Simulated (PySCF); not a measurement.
# Simulated absorption spectrum

Species: C5H10S2.
Geometry (GFN2-xTB, Å), atoms numbered from 1 in this order:
```
atom  x, y, z in Å
C1     2.600   -0.115    0.872
S2     1.788    0.843   -0.438
C3     0.258   -0.126   -0.578
C4    -0.726    0.330   -1.662
C5    -1.864    0.263   -0.632
C6    -0.816    0.141    0.483
S7    -1.039   -1.206    1.698
H8     2.799   -1.121    0.513
H9     1.962   -0.142    1.751
H10    3.531    0.392    1.100
H11    0.532   -1.179   -0.648
H12   -0.516    1.343   -1.997
H13   -0.814   -0.324   -2.526
H14   -2.467   -0.637   -0.730
H15   -2.517    1.131   -0.572
H16   -0.647    1.067    1.031
H17   -2.071   -0.649    2.326
```

Method: PySCF 2.14.0, density-fitted response routines, TDDFT CAM-B3LYP/def2-SVPD, vertical, gas phase, core orbitals frozen in the response.

Computed states:

```json
{"state": "S1", "E (eV)": "5.32", "f": "0.0003"}
{"state": "S2", "E (eV)": "5.47", "f": "0.0026"}
{"state": "S3", "E (eV)": "6.08", "f": "0.027"}
{"state": "S4", "E (eV)": "6.15", "f": "0.037"}
{"state": "S5", "E (eV)": "6.49", "f": "0.011"}
{"state": "S6", "E (eV)": "6.53", "f": "0.015"}
{"state": "S7", "E (eV)": "6.86", "f": "0.0063"}
{"state": "S8", "E (eV)": "7.02", "f": "0.013"}
```

Each state is given a Gaussian of 0.3 eV full width at half maximum, with ε(max) = 2.175×10⁸ f / Δν̃ (Δν̃ the width in cm⁻¹). The cross-section is σ = 3.8235×10⁻²¹ ε cm², given in Mb (10⁻¹⁸ cm²). The width is an assumption, not a result. The curve ends short of the highest state used, and states not computed would add to its high-energy end.

Question: What does the envelope look like, and where are its maxima?

Answer: 
(λ (nm), σ (Mb)): (193.2, 8.22), (194.3, 8.09), (195.5, 8.73), (196.6, 10.23), (197.7, 12.54), (198.8, 15.31), (199.9, 18.03), (201.0, 20.15), (202.2, 21.26), (203.3, 20.94), (204.4, 19.40), (205.5, 16.94), (206.6, 13.95), (207.7, 10.86), (208.9, 7.76), (210.0, 5.40), (211.1, 3.57), (212.2, 2.25), (213.3, 1.36), (214.4, 0.81), (215.6, 0.47), (216.7, 0.33), (217.8, 0.29), (218.9, 0.33), (220.0, 0.40), (221.1, 0.50), (222.3, 0.63), (223.4, 0.74), (224.5, 0.83), (225.6, 0.89), (226.7, 0.92), (227.8, 0.91), (229.0, 0.86), (230.1, 0.79), (231.2, 0.70), (232.3, 0.60), (233.4, 0.50), (234.5, 0.40), (235.7, 0.31), (236.8, 0.23), (237.9, 0.18), (239.0, 0.13), (240.1, 0.09), (241.2, 0.06), (242.4, 0.04), (243.5, 0.03), (244.6, 0.02), (245.7, 0.01), (246.8, 0.01), (247.9, 0.01), (249.1, 0.00), (250.2, 0.00), (251.3, 0.00), (252.4, 0.00), (253.5, 0.00), (254.7, 0.00)

Maxima: 227 nm (5.46 eV), ε about 240, made up of S2 (95%); 202 nm (6.12 eV), ε about 5600, made up of S3 (41%) and S4 (59%) (ε in L mol⁻¹ cm⁻¹; maxima over ε = 5, shares over 10%). At its high-energy end, 6.42 eV, the curve is still rising (ε about 2200, from S4, S5 and S6).

Question: On this curve, what absorbance would a 10⁻³ mol/L sample give at 222 nm over a 1 cm path?

Answer: 222 nm is 5.585 eV, where ε is about 160 L mol⁻¹ cm⁻¹, so A = ε c l ≈ 0.16 (Beer–Lambert, with the gas-phase spectrum and the assumed width).

Question: Coming from long wavelengths, where does ε first pass 100 L mol⁻¹ cm⁻¹?

Answer: At about 235 nm (5.28 eV), 0.04 eV below S1.

Question: What would ε be at 6.12 eV, the highest of these maxima, with half the width (0.15 eV)?

Answer: About 10100 L mol⁻¹ cm⁻¹ against 5570, a factor of about 1.8; a lone state at its own centre would give exactly 2.

One conformer stands for the species.
